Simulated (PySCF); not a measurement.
RbNa⁻: input and log

State: ²Σ⁺ (doublet), unpaired electrons σ ↑.

An equivalent input (the run itself took its basis sets from the Basis Set Exchange, started from a PBE0 density and held the occupation σ 7α 6β, πx 2α 2β, πy 2α 2β):

```python
from pyscf import gto, dft, mp
mol = gto.M(atom='Rb 0 0 0; Na 0 0 4.178', basis={'Rb': 'def2-SVPD', 'Na': 'def2-SVPD'}, ecp={'Rb': 'def2-SVPD'},
            charge=-1, spin=1, verbose=4, symmetry='C2v')
mf = dft.UKS(mol, xc='0.53*HF + 0.47*B88, 0.73*LYP')
mf.grids.atom_grid = (80, 434)
mf.grids.prune = dft.gen_grid.treutler_prune
mf.irrep_nelec = {'A1': (7, 6), 'B1': (2, 2), 'B2': (2, 2)}
mf.conv_tol = 1e-9
mf.max_cycle = 60
mf.diis_space = 10
mf.kernel()
pt = mp.MP2(mf, frozen=1).run()
e_total = mf.e_tot + 0.27*pt.e_corr
```

The log (some set-up lines and the per-cycle HOMO/LUMO lines removed):

```
******** <class 'pyscf.dft.uks_symm.SymAdaptedUKS'> ********
method = SymAdaptedUKS
damping factor = 0
level_shift factor = 0
DIIS = <class 'pyscf.scf.diis.CDIIS'>
diis_start_cycle = 1
diis_space = 10
diis_damp = 0
SCF conv_tol = 1e-09
SCF conv_tol_grad = None
SCF max_cycles = 60
number electrons alpha = 11  beta = 10
Set gradient conv threshold to 3.16228e-05
init E= -186.103085305104
cycle= 1 E= -186.103510208395  delta_E= -0.000425  |g|= 0.00328  |ddm|= 0.215
cycle= 2 E= -186.103558995594  delta_E= -4.88e-05  |g|= 0.00115  |ddm|= 0.0554
cycle= 3 E= -186.103569635757  delta_E= -1.06e-05  |g|= 0.000583  |ddm|= 0.0159
cycle= 4 E= -186.103574918556  delta_E= -5.28e-06  |g|= 0.000201  |ddm|= 0.0115
cycle= 5 E= -186.103575795699  delta_E= -8.77e-07  |g|= 6.83e-05  |ddm|= 0.00618
cycle= 6 E= -186.103575869122  delta_E= -7.34e-08  |g|= 3.34e-05  |ddm|= 0.00149
cycle= 7 E= -186.103575887122  delta_E= -1.8e-08  |g|= 1.78e-05  |ddm|= 0.000693
cycle= 8 E= -186.103575894685  delta_E= -7.56e-09  |g|= 8.73e-06  |ddm|= 0.000497
cycle= 9 E= -186.103575896921  delta_E= -2.24e-09  |g|= 4.19e-06  |ddm|= 0.000305
cycle= 10 E= -186.10357589746  delta_E= -5.4e-10  |g|= 1.99e-06  |ddm|= 0.000135
Extra cycle  E= -186.103575897512  delta_E= -5.13e-11  |g|= 1.48e-06  |ddm|= 3.54e-05
converged SCF energy = -186.103575897512  <S^2> = 0.83259265  2S+1 = 2.0809542
```

Repeating this along the bond gives Re = 4.131 Å and ωe = 67.5 cm⁻¹.

A point of this curve took 0.45 CPU seconds beside 0.049 for the integrals (shared host).

Correlated steps freeze 1 core orbital. Spin–orbit coupling is left out. The highest Kohn–Sham level is positive in this anion. Much of that is self-interaction error, but it also means that the finite basis helps to hold the extra electron. B2PLYP dipoles, levels and charges come from its SCF part alone. The state is the lowest determinant that a PBE0 search found; another state may lie lower at other levels.
